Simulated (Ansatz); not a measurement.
A run for Ansatz (a program for electronic structure): R-PBE/def2-TZVPPD on H2 (SMILES [H][H]) with ghost functions, monomers drawn apart or pushed together. Files ending in .json are basis or fitting sets from the Basis Set Exchange.

Ansatz 0.2 input:
```yaml
crystal:
  periodic: [false, false, false]
  atoms:
    - {symbol: H, position_ang: [-0.39781017, -0.77197386, -0.13853253]}
    - {symbol: H, position_ang: [-0.31462272, -0.32971041, 0.45481437]}
basis:
  gaussian:
    orbitals: def2-TZVPPD.json
    ghost_atoms:
      - {symbol: C, position_ang: [1.07381960, 1.76813061, 3.85664774]}
      - {symbol: C, position_ang: [0.16435449, 1.05859108, 4.52698931]}
      - {symbol: C, position_ang: [0.29312858, -0.35514550, 4.82979448]}
      - {symbol: C, position_ang: [-0.62015703, -1.06546462, 5.49355187]}
      - {symbol: H, position_ang: [1.98776345, 1.31274727, 3.49306244]}
      - {symbol: H, position_ang: [0.93483716, 2.82076363, 3.65090068]}
      - {symbol: H, position_ang: [-0.74182431, 1.54565890, 4.87667567]}
      - {symbol: H, position_ang: [1.19895854, -0.84256461, 4.47992484]}
      - {symbol: H, position_ang: [-0.48384707, -2.11914822, 5.69574429]}
      - {symbol: H, position_ang: [-1.53490396, -0.60985577, 5.85487885]}
hamiltonian:
  xc: {name: PBE}
scf: {lower_state_search: off}
```

It printed:

```
WARN ansatz: RAYON_NUM_THREADS=1 ignored (pool sized by the plan → 1); use --threads N
Functional definition: PBE
these checks for a lower state are left out or cut short: stability, starts, cluster_reference, orbital_swaps, neighbouring_geometries, increment
integrals: 0.15 GiB planned
1054 factors; their error is unknown
mean field: 1.39 GiB planned
mean field evaluation 1: about -31.4059 eV, gradient 9.4e0 eV
mean field evaluation 2: about -31.6945 eV, gradient 3.2e0 eV
mean field evaluation 4: about -31.7360 eV, gradient 5.2e-2 eV
mean field evaluation 8: about -31.7322 eV, gradient 3.2e-3 eV
mean field -31.73218069 eV, -1.1661361314 hartree, gradient 6.1e-7 eV, S^2 0.000000; 0 other end points of the search recorded, 0 dependent functions left out
reference -31.73220427 eV, -1.1661369980 hartree; 1, 1 occupied and 283, 283 virtual orbitals, 1054 factors
Total energy: -31.73220427 eV, -1.1661369980 hartree
Checks for a lower state left out: stability, starts, cluster_reference, orbital_swaps, neighbouring_geometries, increment
```

The calculation finished and met its thresholds.

Cost: roughly 3 core-seconds.
